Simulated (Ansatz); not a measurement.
`CC[SiH2]O[SiH3]` + `[SiH3]S[SiH2]S` → `[SiH3]S[SiH2]S[SiH3]` + `CC[SiH2]O`  (ligand exchange at the Si–O bond)

Computed with Ansatz on PBE0-D4/def2-TZVP structures; ΔE is electronic, products minus reactants. CCSD(T)/CBS is the MP2 limit (def2-TZVPP, def2-QZVPP) plus CCSD(T) − MP2 in def2-TZVPP, frozen cores. Functionals use def2-TZVPP. Each species was taken in one conformer, which may not be the lowest.

`CC[SiH2]O[SiH3]`:

```xyz
15

C    -0.422   -0.827   -1.789
C     0.891   -0.419   -1.125
Si    0.933   -0.718    0.717
O    -0.286    0.083    1.469
Si   -0.992    1.528    1.735
H    -0.400   -0.649   -2.866
H    -0.634   -1.888   -1.634
H    -1.265   -0.264   -1.381
H     1.103    0.640   -1.309
H     1.732   -0.971   -1.563
H     0.747   -2.163    1.013
H     2.236   -0.267    1.280
H    -2.189    1.319    2.585
H    -1.406    2.146    0.446
H    -0.049    2.450    2.423
```

`[SiH3]S[SiH2]S`:

Z-matrix (Å, degrees):
```
Si
S 1 2.138
H 1 1.482 2 106.9
H 1 1.482 2 111.5 3 120.1
H 1 1.488 2 109.7 3 -119.1
Si 2 2.134 1 97.6 3 154.8
S 6 2.137 2 115.0 1 53.8
H 6 1.480 2 105.3 1 171.0
H 6 1.482 2 109.9 1 -68.4
H 7 1.343 6 93.9 2 -89.1
```

`[SiH3]S[SiH2]S[SiH3]`:

Z-matrix (Å, degrees):
```
Si
S 1 2.145
H 1 1.482 2 111.2
H 1 1.484 2 109.9 3 -121.9
H 1 1.483 2 105.8 3 119.0
Si 2 2.131 1 97.6 3 82.9
S 6 2.131 2 112.8 1 -53.0
H 6 1.482 2 111.4 1 64.9
H 6 1.482 2 105.1 1 -174.6
Si 7 2.145 6 97.6 2 -52.6
H 10 1.484 7 110.0 6 -38.5
H 10 1.483 7 105.8 6 -157.6
H 10 1.482 7 111.2 6 83.4
```

`CC[SiH2]O`:

```xyz
12

C     1.470   -0.325    0.063
C     0.323    0.414    0.747
Si   -1.255    0.436   -0.252
O    -1.822   -1.084   -0.566
H     1.706    0.116   -0.910
H     1.221   -1.376   -0.104
H     2.384   -0.301    0.661
H     0.108   -0.034    1.724
H     0.602    1.456    0.946
H    -0.998    1.155   -1.536
H    -2.339    1.120    0.497
H    -1.401   -1.578   -1.270
```

| level | ΔE (kJ/mol) |
| --- | --- |
| r2SCAN-D4 | 32.9 |
| PBE | 25.5 |

Question: What does CCSD(T)/CBS give? (An estimate is asked.)

Answer: Ansatz gave: +35.7 kJ/mol. The listed levels differ from it by -2.8, -10.2 kJ/mol.

Largest T1 diagnostic among the species: 0.012.

The D4 term adds −8.2 kJ/mol with B3LYP and −4.2 kJ/mol with PBE0; it sums over pairs of atoms, weighted by their polarisabilities, and B3LYP, whose exchange is more repulsive, gets the larger term. From PBE to PBE0 (25 % exact exchange), in def2-TZVPP and without D4, ΔE moves by +3.7 kJ/mol.

B3LYP here is the variant with VWN-RPA as its local correlation; programs differ in this.
